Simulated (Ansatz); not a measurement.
H, charge -1, singlet (a gas-phase anion, which may not be bound at this level). Base run: Ansatz (an electronic-structure program) with PBE0/def2-SV(P).

Input for Ansatz:
Ansatz 0.2 input:
```yaml
crystal:
  periodic: [false, false, false]
  atoms:
    - {symbol: H, position_ang: [0.00000000, 0.00000000, 0.00000000]}
basis:
  gaussian:
    orbitals: def2-SV_P_.json
hamiltonian:
  xc: pbe0
total_charge: -1
```
The basis file holds def2-SV(P) in the JSON format of the Basis Set Exchange.

The base run was repeated with changes; each row names its change, and settings that it needs were set with it.

```csv
change,ΔE vs base (mEh)
base,0.000
lower_state_search = full,0.000
"point_charge = charge:-1.0 position_ang:-1.8476, 1.6102, -1.7302",176.4
lower_state_search = off,0.000
accuracy = high,0.000
"final_grid = 14, 28, 59",0.000
"point_charge = charge:0.5 position_ang:-1.3127, -1.3948, -2.309",-88.188
fitting.mean_field = def2-universal-JKFIT,[?]
forces = on,0.000
"final_grid = 10, 20, 41",0.000
"final_grid = 6, 12, 29",0.000
```

**Question.** What belongs in the gaps?

**Answer.** 
- fitting.mean_field = def2-universal-JKFIT, ΔE vs base (mEh): -0.108

A gas-phase anion may not be bound at this level; its values then depend on the basis.
